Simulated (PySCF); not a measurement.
H6S, SMILES [H][S@OH27]([H])([H])([H])([H])[H].

The structure is a stationary point at ωB97X-D3(BJ)/def2-TZVP.

Two levels are set side by side: PBE/def2-TZVPD (PySCF) and ωB97X/def2-TZVPD (PySCF). Same geometry, gas phase. Differences are taken from unrounded values.

```tsv
quantity	ωB97X	PBE	PBE minus ωB97X
orbital gap (eV)	9.90	3.72	-6.18
highest occupied level (eV)	-9.08	-5.65	3.43
lowest empty level (eV)	0.82	-1.93	-2.75
mean polarisability (bohr³)	37.8	39.8	2.1
```

PBE's occupied levels lie high since its potential decays too fast outside the molecule; exact exchange lowers them and widens the gap. Loosely held outer electrons make PBE densities more polarisable. Differences between two approximate levels are no errors against the true value.

Rough cost on one machine, each run with all the roots and properties that it gave: ωB97X against PBE within a factor of 2.
